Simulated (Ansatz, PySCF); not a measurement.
Stretching the Al1–H2 bond in CH6AlN (SMILES [CH3][AlH][NH2]) (multiplicity 1 held, fragments rigid). Energies count from the point at 1.581 Å.
Geometry at that point (charge 0, multiplicity 1):
| atom | x (Å) | y (Å) | z (Å) |
|---|---|---|---|
| Al | -0.2745 | -0.2812 | -0.3303 |
| H | -1.1231 | -1.1223 | -1.3657 |
| C | 0.1400 | 1.6144 | -0.5556 |
| H | 0.6936 | 1.7892 | -1.4830 |
| H | 0.7370 | 2.0150 | 0.2668 |
| H | -0.7739 | 2.2122 | -0.6237 |
| N | 0.3128 | -1.1502 | 1.1003 |
| H | 0.8635 | -0.7469 | 1.8423 |
| H | 0.1416 | -2.1260 | 1.2883 |

Restricted levels (R-, RO-) in cc, def2 and unpolarised 6-31G sets keep to the state of the molecule at rest. Active spaces are followed from a long bond inwards. Curves can end on different states.

Correlated levels freeze the cores. Rows in 6-31G* carry no dispersion term and start afresh at each structure (6-31G* with six Cartesian d functions). MP2/6-31G* freezes PySCF's default core.

Codes used: Ansatz (Gaussian orbitals); PySCF for 6-31G* rows. Each number belongs to the level named beside it.

Energies in kJ/mol.

```tsv
R (Å)	R-HF/6-31G*	R-B3LYP/6-31G*	R-MP2/6-31G*	R-CCSD/cc-pV(T+d)Z	CASSCF(2,2)/cc-pV(T+d)Z
1.265	113	109	114	104	111
1.423	23	23	24	21	25
1.581	0	0	0	0	0
1.739	13	11	12	13	8
1.897	46	41	42	43	34
2.134	112	99	104	102	86
2.372	182	160	169	164	140
2.767	294	254	269	255	218
3.162	391	331	350	321	272
3.636	488	400	422	369	308
4.269	587	461	474	398	324
5.059	671	504	477	408	329
```

Doubts at one or more of the structures used: a restricted determinant that unrestricted orbitals would lower (R-HF/6-31G*, R-B3LYP/6-31G*, R-MP2/6-31G*, R-CCSD/cc-pV(T+d)Z); other coupled-cluster roots lie near (R-CCSD/cc-pV(T+d)Z); T1 above 0.05 (R-CCSD/cc-pV(T+d)Z).

Ansatz is a program for electronic structure.
